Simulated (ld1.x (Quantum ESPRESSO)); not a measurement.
# u(r) = r·R(r): atom against pseudo-atom (N (Z = 7))

Columns: radius, all-electron u(r) and pseudo u(r) of the 2p shell (level -7.25 eV) of nitrogen in the configuration [He] 2s2 2p3; LDA (PZ), non-relativistic, ultrasoft scheme, ld1.x (Quantum ESPRESSO) 7.5.

```tsv
r (bohr)	all-electron	pseudo
0.085	0.0554	0.0111
0.170	0.1698	0.0436
0.255	0.2977	0.0954
0.340	0.4182	0.1628
0.425	0.5221	0.2416
0.510	0.6066	0.3265
0.595	0.6720	0.4125
0.680	0.7197	0.4945
0.765	0.7518	0.5682
0.850	0.7706	0.6302
0.935	0.7784	0.6783
1.020	0.7774	0.7116
1.105	0.7693	0.7301
1.190	0.7557	0.7353
1.275	0.7380	0.7293
1.360	0.7172	0.7145
1.445	0.6941	0.6939
1.530	0.6696	0.6698
1.615	0.6441	0.6441
1.700	0.6180	0.6180
1.785	0.5918	0.5918
1.870	0.5657	0.5657
1.955	0.5400	0.5400
2.040	0.5147	0.5147
2.125	0.4900	0.4900
2.210	0.4660	0.4660
```

Question: How many radial nodes do the two functions have?

Answer: The all-electron 2p function has n − l − 1 = 0; the pseudo-wave has 0.

Question: At about which radius was the pseudo-wave matched?

Answer: 1.70 bohr. The columns agree to 0.0005 from 1.45 bohr on; several derivatives are matched, so the curves merge somewhat inside the radius.

Question: Is the pseudo-wave norm-conserving?

Answer: No, it belongs to an ultrasoft set: the norm inside the radius is not constrained, and the difference is carried by the augmentation charge.
